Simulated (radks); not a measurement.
Spherical jellium clusters: N electrons in a uniform positive sphere of charge N and radius rs N^(1/3), rs = 3.78 bohr. Method: non-relativistic Kohn-Sham, exchange-only LDA, spin-polarised, spherical densities; computed with a radial shooting solver with Libxc functionals. Levels are named by radial order and angular momentum (1s, 1p, 1d, 2s, ...), and open shells are averaged over m.

N = 28, configuration 1s2 1p6 1d10 2s2 1f(up 7, down 0) 2p(up 1, down 0). This is the lowest configuration that the search found. Occupied and some empty levels:

level    occupation  eigenvalue (eV)  <r> (bohr)
1s up             1          -5.0851       7.339
1s down           1          -4.6086       6.524
1p up             3          -4.4338       8.449
1p down           3          -3.7823       7.964
1d up             5          -3.5627       9.253
2s up             1          -2.9734       7.380
1d down           5          -2.8008       8.976
1f up             7          -2.5185       9.960
2s down           1          -2.4781       7.626
2p up             1          -1.7864       9.061
1f down           0          -1.6919       9.869
1g up             0          -1.3443       10.71
2p down           0          -1.2547       9.308
2d up             0         -0.70260       11.57
3s up             0         -0.63006       12.40
1g down           0         -0.50014       10.89
3s down           0         -0.25180       14.35
2d down           0         -0.21013       12.95

Energy (eV): total -28.7897, kinetic 54.090, external -2194.5, Hartree 1081.2, exchange-correlation -84.774, background 1115.2.

Electron density:

r (bohr)  n(r) (e/bohr^3)
0.835            0.005336
1.76             0.005050
2.69             0.004668
3.62             0.004333
4.55             0.004178
5.48             0.004271
6.41             0.004555
7.34             0.004835
8.27             0.004826
9.20             0.004299
10.1             0.003274
11.1             0.002080
12.0             0.001117
12.9            0.0005364
13.8            0.0002412
14.8            0.0001052
15.7           0.00004453
16.6           0.00001865
17.6            7.779e-06
18.5            3.252e-06
